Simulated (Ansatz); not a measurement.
A structure relaxed at PBE-D4/def2-TZVPD in Ansatz, charge -1, singlet:

```csv
atom,x (Å),y (Å),z (Å)
Al1,-0.0175,-0.0160,0.0086
As2,0.4650,-1.4212,-1.7425
As3,-0.4475,1.4372,1.7340
```

**Question.** Give its formula and point group.

**Answer.** AlAs2⁻. Point group D∞h (tolerance 0.1 Å).

**Question.** Summarise the bond lengths by kind (pairs closer than 1.2 times the sum of covalent radii, bridged metal pairs left out).

**Answer.** 2 × Al–As 2.30 Å.

The restricted singlet is unstable towards broken spin symmetry in Hartree–Fock (as tested in another run); at PBE-D4/def2-TZVPD this wasn't settled. An occupied level lies above an empty one. Another isomer (singlet) lies 1.65 eV lower at PBE0-D4/def2-TZVPD; other spin states weren't run for this one.
